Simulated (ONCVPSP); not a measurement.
## germanium: one change to an ONCV potential, before and after

| Quantity | Value |
| --- | --- |
| Element | germanium (Ge) |
| Generator | ONCVPSP 4.0.1 |
| Type | optimised norm-conserving Vanderbilt (ONCV) |
| Functional | LDA (Perdew-Zunger) |
| Relativity | fully relativistic |
| Frozen core | [Ar] 3d10 |
| Valence charge | 4 |
| Reference configuration | 4s2 4p1 (charge +1) |
| Partial waves | 4s: rc 1.60 bohr, ncon 3, nbas 6, qcut 4.6 1/bohr, 2 projectors, debl 3.5 Ha; 4p: rc 1.60 bohr, ncon 4, nbas 7, qcut 5.7 1/bohr, 2 projectors, debl 2.6 Ha |
| Local potential | polynomial inside 1.45 bohr (lpopt 5, dvloc0 4 Ha) |
| Core correction | none |

Open shells are filled in proportion to 2j + 1.

Change: s: debl 0.7. In the s channel the program set the typed energies aside and used -0.740, 0.250 Ha.

Cutoffs: the cutoffs (Ha) at which the residual kinetic energy of the hardest occupied pseudo-wave falls to 1 and 0.1 mHa per electron; they do not see the model core or the augmentation charge, which bear on the density cutoff. Errors are all-electron minus pseudo energies relative to the spin-unpolarised reference configuration.

Predict the effect on cutoff, ghosts and configuration errors.

The potential gets neither clearly harder nor softer (8.9 Ha and 36 Ha → 8.9 Ha and 36 Ha); the errors of the 4 common tests hardly move; the range in which the s phases agree narrows (upper end at the end of the scan → 3.7); neither file shows a bound ghost.

| quantity | base | changed |
| --- | --- | --- |
| cutoff, loose | 8.9 Ha | 8.9 Ha |
| cutoff, tight | 36 Ha | 36 Ha |
| bound ghosts | none | none |
| GHOST(+) flags under 300 eV | s at 195.6 eV | s at 134.1 eV |
| error for 4s2 4p2, meV [ΔE -7.64 eV] | +4.9 | +4.8 |
| error for 4s2 4p0, meV [ΔE 15.72 eV] | +18 | +18 |
| error for 4s1 4p0, meV [ΔE 50.94 eV] | +232 | +232 |
| error for 4s0 4p4, meV [ΔE 8.71 eV] | +60 | +60 |
| s: phases at 1.62 bohr within 0.05 rad from the reference energy up to (Ha; the scan ends near 5) | to the end of the scan | 3.7 |
| p3/2: phases at 1.62 bohr within 0.05 rad from the reference energy up to (Ha; the scan ends near 5) | 4.8 | 4.8 |
| p1/2: phases at 1.62 bohr within 0.05 rad from the reference energy up to (Ha; the scan ends near 5) | 4.9 | 4.9 |

Base: The cutoffs count occupied waves only; projector 2 of the p channel, the hardest unoccupied one, needs 70 Ha at the loose tolerance. Changed file: The cutoffs count occupied waves only; projector 2 of the p channel, the hardest unoccupied one, needs 70 Ha at the loose tolerance.
